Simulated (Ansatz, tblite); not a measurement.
Isomers of SiB$_{7}$ (doublet), found by a short tight-binding search and relaxed with PBE-D4/def2-SVP in Ansatz.

The xTB rows come from tblite. Correlated methods freeze 12 core orbitals. In CCSD on the charge 0 doublet the largest single amplitude is 0.29, so its Hartree–Fock determinant may place the open shell otherwise than the density functionals do.

Run but left out: HF/def2-SVP, MP2/def2-SVP (A: ⟨S²⟩ 1.11, where a pure state has 0.75).

A: At CCSD(T)/def2-SVP T1 of the charge 0 doublet is large (up to 0.052), so the single-reference result is doubtful. At CCSD(T)/def2-SVP the charge 0 doublet is spin-contaminated (final ⟨S²⟩ up to 1.11, 0.75 for a pure state). B: At r2SCAN-D4/def2-TZVP, BHLYP-D4/def2-TZVP, CCSD(T)/def2-SVP the charge 0 doublet is spin-contaminated (final ⟨S²⟩ up to 1.22, 0.75 for a pure state).

Other spin states weren't relaxed.

A:

```xyz
8

B    -1.746    0.243   -0.053
B     0.288   -0.634    1.621
B     0.482    0.215   -1.770
B     1.562   -0.632    0.695
B     1.627   -0.279   -0.828
B    -1.022    0.482   -1.430
B     0.080    0.159   -0.015
Si   -1.271    0.445    1.779
```

B:

```xyz
8

B    -0.295    2.053   -0.706
B    -1.066    2.709    0.459
B     0.187    0.518   -0.713
B    -0.695    1.143    0.701
B     0.632   -1.043   -0.632
B    -0.228   -0.417    0.739
B     0.263   -1.957    0.711
Si    1.203   -3.005   -0.558
```

Task: Estimate their order by electronic energy at ωB97M-V/def2-TZVP, counted from the lowest.

Result: A (0.00) < B (0.22), in eV.

Task: Do the other levels pick the same lowest one?

Result: Not CCSD/def2-SVP. Energies above each level's lowest (eV):

```json
{"level": "GFN1-xTB", "A": "0.00", "B": "0.68"}
{"level": "GFN2-xTB", "A": "0.00", "B": "0.48"}
{"level": "PBE-D4/def2-TZVP", "A": "0.00", "B": "0.26"}
{"level": "r2SCAN-D4/def2-TZVP", "A": "0.00", "B": "0.21"}
{"level": "PBE0-D4/def2-TZVP", "A": "0.00", "B": "0.24"}
{"level": "BHLYP-D4/def2-TZVP", "A": "0.00", "B": "0.09"}
{"level": "ωB97M-V/def2-TZVP", "A": "0.00", "B": "0.22"}
{"level": "CCSD/def2-SVP", "A": "0.00", "B": "0.00"}
{"level": "CCSD(T)/def2-SVP", "A": "0.00", "B": "0.12"}
```
Point groups (tolerance 0.1 Å): A Cs, B Cs. Lower isomers may exist.
